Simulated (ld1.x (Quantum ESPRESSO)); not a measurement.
Reading a pseudo-wave (C (Z = 6))

Columns: radius, all-electron u(r) and pseudo u(r) of the 2s shell (level -13.74 eV) of carbon in the configuration [He] 2s2 2p2; PBE, non-relativistic, PAW scheme, ld1.x (Quantum ESPRESSO) 7.5.

| r (bohr) | all-electron | pseudo |
| --- | --- | --- |
| 0.123 | 0.3475 | -0.1043 |
| 0.245 | 0.2502 | -0.2095 |
| 0.368 | 0.0181 | -0.3181 |
| 0.490 | -0.2228 | -0.4268 |
| 0.613 | -0.4305 | -0.5337 |
| 0.735 | -0.5900 | -0.6312 |
| 0.858 | -0.7037 | -0.7144 |
| 0.980 | -0.7746 | -0.7756 |
| 1.103 | -0.8113 | -0.8113 |
| 1.225 | -0.8205 | -0.8205 |
| 1.348 | -0.8093 | -0.8093 |
| 1.470 | -0.7837 | -0.7837 |
| 1.593 | -0.7478 | -0.7478 |
| 1.715 | -0.7059 | -0.7059 |
| 1.838 | -0.6600 | -0.6600 |
| 1.960 | -0.6130 | -0.6130 |
| 2.083 | -0.5655 | -0.5655 |
| 2.205 | -0.5196 | -0.5196 |
| 2.328 | -0.4750 | -0.4750 |
| 2.450 | -0.4330 | -0.4330 |
| 2.573 | -0.3933 | -0.3933 |
| 2.695 | -0.3566 | -0.3566 |
| 2.818 | -0.3224 | -0.3224 |
| 2.940 | -0.2912 | -0.2912 |
| 3.063 | -0.2623 | -0.2623 |
| 3.185 | -0.2362 | -0.2362 |

Q: How many radial nodes do the two functions have?

A: The all-electron 2s function has n − l − 1 = 1; the pseudo-wave has 0, since the states of the same l below it are removed with the core.

Q: At about which radius was the pseudo-wave matched?

A: 1.10 bohr, where the columns begin to agree (steps of 0.12 bohr).

Q: Is the pseudo-wave norm-conserving?

A: No, it belongs to a PAW set: the norm inside the radius is not constrained, and the difference is carried by the augmentation charge.
